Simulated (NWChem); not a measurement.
**AlF$_{2}$ (+1)**

SMILES: [F][Al+][F]
```xyz
3

Al     0.0000     0.0000     0.0000
F      0.0000     0.0000    -1.6091
F      0.0000     0.0000     1.6091
```
Charge +1, spin multiplicity 1.

All runs are NWChem calculations. The geometry was optimised at B3LYP/def2-SVP, a minimum by its harmonic frequencies.

Symmetry labels belong to the abelian group D2h used in the runs, with the axes of the coordinates shown; states degenerate in a higher group split over its labels.

B3LYP has NWChem's definition, with VWN1-RPA local correlation. The spin multiplicity of the parent species was assumed, not shown to be that of its ground state. The structure started from a generated list of species.

**Question.** List the lowest 6 singlet excitations that TD-B3LYP/aug-cc-pVDZ, VWN1-RPA local correlation gives, with oscillator strengths.

**Answer.** 
```json
[
 {"state": "1", "symmetry": "b3g", "energy (eV)": "6.72", "wavelength (nm)": "184", "f": "0.000"},
 {"state": "2", "symmetry": "b2g", "energy (eV)": "6.72", "wavelength (nm)": "184", "f": "0.000"},
 {"state": "3", "symmetry": "b3u", "energy (eV)": "7.10", "wavelength (nm)": "175", "f": "0.052"},
 {"state": "4", "symmetry": "b2u", "energy (eV)": "7.10", "wavelength (nm)": "175", "f": "0.052"},
 {"state": "5", "symmetry": "b1u", "energy (eV)": "8.42", "wavelength (nm)": "147", "f": "0.107"},
 {"state": "6", "symmetry": "ag", "energy (eV)": "9.19", "wavelength (nm)": "135", "f": "0.000"}
]
```
